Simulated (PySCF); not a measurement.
# C4H12BP: core ionisation energies

Compound: C₄H₁₂BP.
Numbering: `[BH3-:1][P@@H+:2]([CH3:3])[CH2:4][CH:5]=[CH2:6]`

Computed, not measured: PySCF 2.14.0, delta-SCF UKS SCAN, pcX-2 on the ionised atom, pcseg-1 elsewhere, spin-free X2C. Vertical ΔSCF values, vacuum level as zero.

Task: List the computed XPS lines with their assignment.

Result: 
```json
{"atom(s)": "P2", "environment": "phosphorus bonded to B, 2 C and H", "level": "P 1s", "binding energy (eV)": "2150.93", "2p1/2 (eV)": "–", "above the level's lowest (eV)": "0.00", "count": "1"}
{"atom(s)": "C4", "environment": "sp3 carbon bound to phosphorus", "level": "C 1s", "binding energy (eV)": "291.21", "2p1/2 (eV)": "–", "above the level's lowest (eV)": "+0.71", "count": "1"}
{"atom(s)": "C3", "environment": "sp3 carbon bound to phosphorus", "level": "C 1s", "binding energy (eV)": "291.16", "2p1/2 (eV)": "–", "above the level's lowest (eV)": "+0.66", "count": "1"}
{"atom(s)": "C5", "environment": "alkene CH carbon", "level": "C 1s", "binding energy (eV)": "291.09", "2p1/2 (eV)": "–", "above the level's lowest (eV)": "+0.59", "count": "1"}
{"atom(s)": "C6", "environment": "terminal =CH2 carbon", "level": "C 1s", "binding energy (eV)": "290.50", "2p1/2 (eV)": "–", "above the level's lowest (eV)": "0.00", "count": "1"}
{"atom(s)": "B1", "environment": "four-coordinate boron", "level": "B 1s", "binding energy (eV)": "193.10", "2p1/2 (eV)": "–", "above the level's lowest (eV)": "0.00", "count": "1"}
{"atom(s)": "P2", "environment": "phosphorus bonded to B, 2 C and H", "level": "P 2p3/2", "binding energy (eV)": "137.28", "2p1/2 (eV)": "138.18", "above the level's lowest (eV)": "0.00", "count": "1"}
```

Lowest listed C 1s: C6, bonded to C (double bond) and 2 H. Highest, 0.71 eV above it: C4, bonded to C, 2 H and P. Summing the Pauling electronegativity differences to the bonded atoms, each weighted by its formal bond order, gives -0.70 for the lowest site and -1.06 for the highest; the largest sum, -0.35, belongs to C5, 0.12 eV below the top. The smallest sum, -1.41, belongs to C3, 0.66 eV above the lowest.

Task: What is the longest wavelength that can ionise B 1s of B1 vertically?

Result: λ = hc/E = 12398.42 eV Å / 193.10 eV = 64.207 Å.

Task: Which photon energy gives electrons from B 1s of B1 a kinetic energy of 50 eV, and what is their de Broglie wavelength?

Result: hν = 193.10 + 50 = 243.10 eV, recoil neglected; λ = 12.264 Å/√(E/eV) = 1.73 Å.

Spin–orbit coupling isn't in the SCF: each 2p doublet comes from a relaxed spin-free hole plus a matrix of the shell (mean-field spin–orbit coupling and the ground-state 2p splitting), with 2p3/2 averaged over its two sublevels. 2p1/2 minus 2p3/2 (ligand field included): P 0.89 eV. The structure is a single PBE0-D3(BJ)/def2-SVP conformer in the gas phase; no vibrational or solvent corrections.

The run took 90 s wall on Arm Neoverse V1, one thread, on a shared host, and the process peaked at 0.66 GiB of memory.

Conformer computed: `[BH3-:1][P@@H+:2]([CH3:3])[CH2:4][CH:5]=[CH2:6]`: B1–P2–C4–C5 -179°, P2–C4–C5–C6 -100°.
